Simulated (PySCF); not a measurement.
## Converging RbLi in the basis (PBE)

PySCF, UKS reference; singlet, unpaired electrons none; De to Rb + Li without counterpoise correction.

```tsv
basis	relativity	functions	Re (Å)	ωe (cm⁻¹)	De (eV)	μ (D)
def2-SVP	scalar-relativistic core potentials	33	3.560	180	0.67	-3.00
def2-SVPD	scalar-relativistic core potentials	39	3.560	181	0.67	-3.06
def2-TZVP	scalar-relativistic core potentials	47	3.545	182	0.66	-3.20
```

How does each smaller set differ from the one with most functions, def2-TZVP?

def2-SVP: +1.5 pm, -1.1 % in ωe, +0.01 eV in De; def2-SVPD: +1.5 pm, -0.5 % in ωe, +0.01 eV in De. All at PBE; the set with most functions is neither the basis-set limit nor always the best.

A positive dipole means Rb(−)Li(+). Closed-shell solutions of metal pairs were not tested for spin polarisation, which can lower them a little.
